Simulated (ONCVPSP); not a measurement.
## PBE ONCV dataset for Mo (Z = 42), fully relativistic all-electron reference.

```
Element                 : molybdenum
Generator               : ONCVPSP 4.0.1
Type                    : optimised norm-conserving Vanderbilt (ONCV)
Functional              : PBE
Relativity              : fully relativistic
Frozen core             : [Ar] 3d10 4s2
Valence charge          : 12
Reference configuration : 4p6 4d5 5s0.75 5p0.25
Partial waves           : 5s: rc 2.90 bohr, ncon 4, nbas 8, qcut 2.8 1/bohr, 2 projectors, debl 3.9 Ha; 4p+5p: rc 2.25 bohr, ncon 4, nbas 8, qcut 7.4 1/bohr, 2 projectors; 4d: rc 2.50 bohr, ncon 4, nbas 8, qcut 7.5 1/bohr, 2 projectors, debl 2.6 Ha
Local potential         : polynomial inside 2.00 bohr (lpopt 5, dvloc0 1 Ha)
Core correction         : Teter function, fcfact 3.75, rcfact 1.5
```

Open shells are filled in proportion to 2j + 1.

All-electron outer shells of the reference configuration (PBE, scalar-relativistic, ld1.x):

```json
{"shell": "3d", "level (eV)": "-221.33", "outermost node (bohr)": "–", "outermost maximum (bohr)": "0.32"}
{"shell": "4s", "level (eV)": "-64.71", "outermost node (bohr)": "0.51", "outermost maximum (bohr)": "0.99"}
{"shell": "4p", "level (eV)": "-38.85", "outermost node (bohr)": "0.52", "outermost maximum (bohr)": "1.08"}
{"shell": "5s", "level (eV)": "-4.33", "outermost node (bohr)": "1.34", "outermost maximum (bohr)": "2.93"}
{"shell": "4d", "level (eV)": "-4.10", "outermost node (bohr)": "0.53", "outermost maximum (bohr)": "1.38"}
{"shell": "5p", "level (eV)": "-1.25", "outermost node (bohr)": "1.54", "outermost maximum (bohr)": "4.11"}
```

Q: Is a potential produced?

A: No. ONCVPSP 4.0.1 stopped with "ERROR pspot: first pseudo wave function has node, program will stop": the optimised pseudo-wave of the first projector has a node, so the radial equation cannot be inverted for a potential. It happened in the s channel.
